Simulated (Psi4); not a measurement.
C₃H₉Al (SMILES [CH3][Al]([CH3])[CH3]), singlet, at a GFN2-xTB geometry (such geometries of metal compounds can be far from the true shape), with bond 12-10 at 2.0 times its length; TPSS/3-21G in Psi4.

The Psi4 input:
```
memory 2 GB

molecule mol {
0 1
  Al    0.013776    0.005364    0.001119
  C    -1.367121   -1.423289   -0.177128
  H    -1.449591   -1.801698   -1.201667
  H    -2.369334   -1.074526    0.094358
  H    -1.151179   -2.287400    0.460506
  C    -0.160273    1.696227   -1.043094
  H     0.696765    1.872642   -1.701937
  H    -0.231015    2.580975   -0.401292
  H    -1.051819    1.697710   -1.679555
  C     1.568750   -0.257473    1.222865
  H     2.240815    0.607500    1.227244
  H     2.784158   -1.994811    0.672160
  H     1.263117   -0.423591    2.261461
}

set basis 3-21g
set reference rks
set d_convergence 1e-10

energy('tpss')
print_variables()
```

What the program printed (banner, timings and long lists left out):

```
   => Loading Basis Set <=

    Name: 3-21G
    Role: ORBITAL
    Keyword: BASIS

         ---------------------------------------------------------
                                   SCF
               by Justin Turney, Rob Parrish, Andy Simmonett
                          and Daniel G. A. Smith
                              RKS Reference
         ---------------------------------------------------------

  ==> Geometry <==

    Molecular point group: c1
    Full point group: C1

    Geometry (in Angstrom), charge = 0, multiplicity = 1:

       Center              X                  Y                   Z               Mass
    ------------   -----------------  -----------------  -----------------  -----------------
         AL          -0.008508110852     0.012294159284     0.004018524255    26.981538530000
         C           -1.389405110852    -1.416358840716    -0.174228475745    12.000000000000
         H           -1.471875110852    -1.794767840716    -1.198767475745     1.007825032230
         H           -2.391618110852    -1.067595840716     0.097257524255     1.007825032230
         H           -1.173463110852    -2.280469840716     0.463405524255     1.007825032230
         C           -0.182557110852     1.703157159284    -1.040194475745    12.000000000000
         H            0.674480889148     1.879572159284    -1.699037475745     1.007825032230
         H           -0.253299110852     2.587905159284    -0.398392475745     1.007825032230
         H           -1.074103110852     1.704640159284    -1.676655475745     1.007825032230
         C            1.546465889148    -0.250542840716     1.225764524255    12.000000000000
         H            2.218530889148     0.614430159284     1.230143524255     1.007825032230
         H            2.761873889148    -1.987880840716     0.675059524255     1.007825032230
         H            1.240832889148    -0.416660840716     2.264360524255     1.007825032230

  Running in c1 symmetry.

  Rotational constants: A =      0.15773  B =      0.15241  C =      0.08271 [cm^-1]
  Rotational constants: A =   4728.70791  B =   4569.19865  C =   2479.62042 [MHz]
  Nuclear repulsion =  146.337407769991074

  Charge       = 0
  Multiplicity = 1
  Electrons    = 40
  Nalpha       = 20
  Nbeta        = 20

  ==> Algorithm <==

  SCF Algorithm Type is DF.
  DIIS enabled.
  MOM disabled.
  Fractional occupation disabled.
  Guess Type is SAD.
  Energy threshold   = 1.00e-06
  Density threshold  = 1.00e-10
[...]
   @DF-RKS iter  10:  -360.10538041132043   -2.47184e-07   6.12032e-07 DIIS
   @DF-RKS iter  11:  -360.10538041221685   -8.96421e-10   1.22757e-07 DIIS
   @DF-RKS iter  12:  -360.10538041226692   -5.00791e-11   2.36359e-08 DIIS
   @DF-RKS iter  13:  -360.10538041226897   -2.04636e-12   3.93607e-09 DIIS
   @DF-RKS iter  14:  -360.10538041226903   -5.68434e-14   1.53956e-09 DIIS
   @DF-RKS iter  15:  -360.10538041226897    5.68434e-14   9.32000e-11 DIIS
  Energy and wave function converged.

  ==> Post-Iterations <==

   Electrons on quadrature grid:
      Ntotal   =   40.0000003018 ; deviation = 3.018e-07

    Orbital Energies [Eh]
    ---------------------

    Doubly Occupied:

[...]
    Virtual:

[...]
    Final Occupation by Irrep:
              A
    DOCC [    20 ]
    NA   [    20 ]
    NB   [    20 ]

  @DF-RKS Final Energy:  -360.10538041226897

   => Energetics <=

    Nuclear Repulsion Energy =            146.3374077699910742
    One-Electron Energy =                -784.5482735055420562
    Two-Electron Energy =                 316.1796329702705179
    DFT Exchange-Correlation Energy =     -38.0741476469884859
    Empirical Dispersion Energy =           0.0000000000000000
    VV10 Nonlocal Energy =                  0.0000000000000000
    Total Energy =                       -360.1053804122689712

Computation Completed

Properties will be evaluated at   0.000000,   0.000000,   0.000000 [a0]

Properties computed using the SCF density matrix

 Multipole Moments:

 ------------------------------------------------------------------------------------
     Multipole            Electronic (a.u.)      Nuclear  (a.u.)        Total (a.u.)
 ------------------------------------------------------------------------------------

 L = 1.  Multiply by 2.5417464519 to convert [e a0] to [Debye]
 Dipole X            :         -0.7953993            0.5060244           -0.2893749
 Dipole Y            :          1.1662475           -0.7246545            0.4415931
 Dipole Z            :          0.3413894           -0.2311816            0.1102079
 Magnitude           :                                                    0.5393404

 ------------------------------------------------------------------------------------

  Variable Map:
  ----------------------------------------------------------------------------
[...]
  Array Variable Map:
  ----------------------------------------------------------------------------
[...]
[...]
```
